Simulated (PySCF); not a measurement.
## `CC1=C/C=C\C=C/C=C\1`, C₉H₁₀

Cartesian coordinates in Å; atom numbers follow the order of the lines, from 1:
```xyz
19

C     2.5502    0.2549    0.5743
C     1.1858   -0.0005    0.0020
C     0.6367   -1.2284    0.0241
C    -0.6472   -1.6482   -0.5473
C    -1.8605   -1.1317   -0.2913
C    -2.1733   -0.0114    0.6017
C    -1.6370    1.2193    0.5681
C    -0.6359    1.7081   -0.3873
C     0.5641    1.1710   -0.6497
H     3.2386    0.6265   -0.2041
H     2.9844   -0.6537    1.0146
H     2.5083    1.0341    1.3531
H     1.2373   -2.0384    0.4593
H    -0.6077   -2.5431   -1.1817
H    -2.7285   -1.6364   -0.7340
H    -2.9857   -0.1906    1.3173
H    -2.0430    1.9703    1.2573
H    -0.8927    2.6456   -0.8974
H     1.2126    1.7032   -1.3585
```

Theory: quadratic response CAM-B3LYP/aug-cc-pVDZ first hyperpolarisability, Taylor convention, gas phase (PySCF 2.14.0). Geometry: PBE0-D3(BJ)/def2-SVP.

Question: Give the tensor of the static β(0;0,0) in the axes of these coordinates.

Answer: In au, Taylor convention; rows are the first index (the induced dipole):
```csv
,xx,yy,zz,xy,xz,yz
x,+48.0,+3.9,+30.7,+3.1,+8.7,+25.7
y,+3.1,-8.2,-10.2,+3.9,+25.7,+21.2
z,+8.7,+21.2,+30.8,+25.7,+30.7,-10.2
```
Norm of βᵢ = ⅓ Σⱼ (βᵢⱼⱼ + βⱼᵢⱼ + βⱼⱼᵢ): 103.6 au, hyper-Rayleigh value 44.4 au.
